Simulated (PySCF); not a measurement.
Vertical excitations of a molecule C₂H₆F₂Si from TDA-ωB97X/def2-SVPD in PySCF, as energy in eV (oscillator strength): 8.65 (0.007), 8.80 (0.037), 9.19 (0.067), 10.00 (0.000), 10.13 (0.140), 10.51 (0.169), 10.57 (0.026), 10.69 (0.000), 10.72 (0.018), 10.80 (0.021). Lowest triplet (TDA): 8.27 eV. Geometry optimised at r2SCAN-D4/def2-SVP. One conformer was computed; it need not be the lowest.

**Question.** Which molecule gave these data?
A. C[C@@H](F)[SiH2]F
B. C[SiH2]C(F)F
C. CC[SiH](F)F
D. FC(F)C[SiH3]

**Answer.** C, CC[SiH](F)F
